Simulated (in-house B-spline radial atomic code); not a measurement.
Ionising Au⁷⁺ with different functionals

Computed with a B-spline radial code for spherical atoms: four-component Dirac-Coulomb Hamiltonian, Fermi nucleus of rms radius 5.4371 fm, spin-restricted, spherical fractional occupations for the functionals. The ionisation energy is the difference of two self-consistent energies, [Xe] 4f14 5d4 → [Xe] 4f14 5d3, without Breit or QED terms; ε is the level of the shell that loses the electron (mean over j). The electron is taken from both j subshells in proportion to 2j + 1, so the result is a j average, not the step between ground levels.

Hybrids are left out here: with spherical fractional occupations of an open shell their exact exchange keeps a self-interaction that integer-occupation calculations don't have.

```json
{"method": "LDA VWN5", "rung": "LDA", "ΔSCF (eV)": "112.01", "-ε(5d) (eV)": "103.34"}
{"method": "relativistic LDA", "rung": "LDA", "ΔSCF (eV)": "112.01", "-ε(5d) (eV)": "103.34"}
{"method": "LDA PW92", "rung": "LDA", "ΔSCF (eV)": "112.00", "-ε(5d) (eV)": "103.33"}
{"method": "LDA exchange-only", "rung": "LDA", "ΔSCF (eV)": "110.17", "-ε(5d) (eV)": "101.52"}
{"method": "PBE", "rung": "GGA", "ΔSCF (eV)": "111.66", "-ε(5d) (eV)": "103.00"}
{"method": "PBEsol", "rung": "GGA", "ΔSCF (eV)": "111.70", "-ε(5d) (eV)": "103.04"}
{"method": "BLYP", "rung": "GGA", "ΔSCF (eV)": "?", "-ε(5d) (eV)": "?"}
{"method": "RPBE", "rung": "GGA", "ΔSCF (eV)": "111.59", "-ε(5d) (eV)": "102.93"}
{"method": "PW91", "rung": "GGA", "ΔSCF (eV)": "111.77", "-ε(5d) (eV)": "103.10"}
{"method": "BP86", "rung": "GGA", "ΔSCF (eV)": "111.76", "-ε(5d) (eV)": "103.10"}
{"method": "AM05", "rung": "GGA", "ΔSCF (eV)": "?", "-ε(5d) (eV)": "?"}
{"method": "OLYP", "rung": "GGA", "ΔSCF (eV)": "111.99", "-ε(5d) (eV)": "103.32"}
```

Task: What does BLYP give?

Result: ΔSCF 111.51 eV, and -ε(5d) = 102.84 eV.

Task: What does AM05 give?

Result: ΔSCF 111.74 eV, and -ε(5d) = 103.07 eV.

Task: How do they compare with the NIST value?

Result: NIST lists 112 eV ± 2.1 (tabulated theory, ground level to ground level). Errors run from -1.83 to +0.01 eV; all lie within about twice that uncertainty, so the table can't rank the methods.
